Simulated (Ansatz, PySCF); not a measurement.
Reaction (SMILES): Br (HBr) -> Br atom + H atom (the Br-H bond at the site shown breaks; other sites are not compared here)
Each molecule is optimised on its own at B3LYP-D3(BJ)/def2-TZVP (Ansatz, an electronic-structure program).
Geometry of the first species:
```xyz
2

Br     0.0000     0.0000    -0.0396
H      0.0000     0.0000     1.3852
```

Property: bond dissociation energy (0 K, with B3LYP-D3(BJ) harmonic zero-point energies from PySCF), in kcal/mol. Cores are frozen in the correlated levels unless marked. Open shells are spin-unrestricted. No spin-orbit coupling. Frozen are the shells of the preceding noble gas and the d and f shells that filled before the atom's block. No relativistic terms. CBS(X,Y): correlation extrapolated as X^-3; Hartree-Fock from the larger set (for Q and 5 zeta extrapolated as (X+1)exp(-9√X)). The bracket is a focal-point correction in the basis named.

| level | program | bond dissociation energy (kcal/mol) |
|---|---|---|
| HF/STO-3G | Ansatz | 74.5 |
| HSE06/def2-TZVPD | Ansatz | 87.8 |
| wB97M-V/def2-TZVPD | Ansatz | 88.2 |
| SCS-MP2/cc-pVDZ | Ansatz | 81.6 |
| RI-MP2/CBS(def2-TZVPP,def2-QZVPP)+[CCSD(T)-MP2]/def2-TZVPP | Ansatz | 90.0 |
| CCSD(T)/CBS(def2-TZVPPD,def2-QZVPPD) | Ansatz | 89.8 |
| CCSD(T)/CBS(cc-pVQZ,cc-pV5Z) | Ansatz | 89.7 |
